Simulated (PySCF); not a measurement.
Species: C6H9FO (charge +1 and doublet state).
Geometry (GFN2-xTB, Å), atoms numbered from 1 in this order:
```xyz
17
C6H9FO angstrom
F     -2.9921    0.4970   -0.2654
C     -1.8360    1.1043   -0.3270
C     -0.7150    0.5454    0.2082
C     -0.7086   -0.8086    0.7990
C      0.3894   -1.6620    0.0578
O      1.5923   -0.9897    0.0527
C      1.5988    0.2308   -0.5882
C      0.5950    1.2190    0.1191
H     -1.8864    2.0879   -0.7794
H     -0.3968   -0.7758    1.8461
H     -1.6738   -1.3075    0.7227
H      0.0150   -1.8522   -0.9583
H      0.5429   -2.6058    0.5842
H      2.6145    0.6261   -0.5261
H      1.2877    0.1503   -1.6393
H      0.5552    2.1574   -0.4301
H      1.0108    1.3952    1.1142
```

The hyperfine couplings belong to this conformer and change with its torsions.

Identity: `C1OCC[C](C1)[CH+]F` [radical] (charge +1).

Level of theory: UKS B3LYP, pcH-1 on C F H O, non-relativistic, mean-field spin-orbit, GIAO (PySCF). One conformer (not necessarily the lowest) at the GFN2-xTB geometry, without solvent, vibrations or thermal averaging. Couplings are sensitive to structure, and on GFN2-xTB geometries they can be far from those on DFT ones, by a factor of two or more for some ions and for spin on atoms past the first row. The SCF solution wasn't tested for stability.

Problem. What is the g tensor, term by term?

Solution. 
```csv
Δg (ppm),1,2,3
relativistic mass correction,-227,-227,-227
gauge correction,-1,16,48
orbital Zeeman/spin–orbit,229,4516,5064
total,1,4306,4886
```

So g = 2.00232, 2.00663, 2.00721 and g_iso = 2.00538; the tensor is close to axial: the two nearest values differ by 12 % of g3 − g1. Axes: g2 points within 15° of the C2–C3 bond.

Problem. What are the electron Larmor frequencies g μB B/h along the three axes at 350 mT?

Solution. 9.8087, 9.8298, 9.8327 GHz for g1, g2 and g3, a range of 23.9 MHz.

Problem. How much does each term add to the isotropic shift?

Solution. The orbital-Zeeman/spin–orbit term 3270, the mass correction -227 and the gauge correction 21 ppm, for a total of 3064 ppm. The orbital-Zeeman/spin–orbit term is the largest in size. The mass correction is the same along every axis, so the anisotropy comes from the other two: their spans along these axes are 50 (gauge) and 4835 ppm (orbital Zeeman/spin–orbit).

Problem. In a frozen sample, at which fields do the three g values resonate at 9.5, 34, 94 and 263 GHz (hyperfine left aside), and which band first spreads them over more than twice a line width of 1.0 mT?

Solution. 
```tsv
band	GHz	B(g3) mT	B(g2) mT	B(g1) mT	spread mT
X	9.5	338.16	338.26	338.98	0.82
Q	34.0	1210.25	1210.60	1213.20	2.95
W	94.0	3345.99	3346.96	3354.15	8.16
J	263.0	9361.65	9364.36	9384.49	22.84
```

The spread grows in proportion to the frequency. Q band is the first where it exceeds 2.0 mT.

Largest spin populations (Mulliken): C2 (+0.36), O6 (+0.21), C3 (+0.15) and F1 (+0.07).

The HOMO–LUMO gaps are 6.46 eV among the α and 2.33 eV among the β orbitals.

On an Arm Neoverse V1 with one thread, shared host with 32 logical CPUs at a one-minute load of 27, this took 95 s (grids of density and orbitals included) and 1.1 GiB of memory at its peak.

The SMILES draws the unpaired electron on C3; the largest computed Mulliken spin population is on C2 (0.36 against 0.15).
